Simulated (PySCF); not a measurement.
B(H)(SiH3)2 (BH₇Si₂), SMILES [SiH3]B[SiH3]. Atoms are numbered in the order given.

```xyz
10

B      0.0000     0.0000    -0.8404
H      0.0000     0.0000    -2.0586
Si    -1.7570    -0.0075     0.1372
H     -2.0991     1.4658     0.2515
H     -1.6785    -0.5498     1.5411
H     -2.8968    -0.6800    -0.5833
Si     1.7570     0.0075     0.1372
H      1.6785     0.5498     1.5411
H      2.8968     0.6800    -0.5833
H      2.0991    -1.4658     0.2515
```

Coordinates come from a PBE-D3(BJ)/def2-SVP optimisation.

Computed with PySCF with TDA-LC-ωPBE/def2-SVPD.

Vertical excitations. The molecule is in vacuum. State labels are in the subgroup C2.

Computed UV-visible absorptions:
```
state  symmetry  energy (eV)  λ (nm)      f                                            main pairs
-----  --------  -----------  ------  -----  ----------------------------------------------------
S1            A         3.71     334  0.000                                        HOMO→LUMO 95 %
S2            B         4.68     265  0.006                                      HOMO−1→LUMO 85 %
S3            A         6.92     179  0.011                                      HOMO−3→LUMO 94 %
S4            B         7.04     176  0.175                                      HOMO−2→LUMO 94 %
S5            B         7.30     170  0.005                                      HOMO−5→LUMO 84 %
S6            A         7.34     169  0.019                                      HOMO−4→LUMO 93 %
S7            B         8.05     154  0.007                                      HOMO→LUMO+1 84 %
S8            B         8.23     151  0.269  HOMO→LUMO+4 33 %, HOMO→LUMO+6 25 %, HOMO→LUMO+3 25 %
S9            A         8.47     146  0.006                    HOMO→LUMO+2 45 %, HOMO→LUMO+5 38 %
S10           B         8.57     145  0.053                    HOMO→LUMO+4 51 %, HOMO→LUMO+6 24 %
T1            A         2.76     449      0                                        HOMO→LUMO 94 %
T2            B         3.75     331      0                    HOMO−1→LUMO 81 %, HOMO−5→LUMO 14 %
T3            B         6.21     200      0                                      HOMO−2→LUMO 89 %
T4            A         6.40     194      0                                      HOMO−4→LUMO 91 %
```
Triplets are in the Tamm–Dancoff approximation.
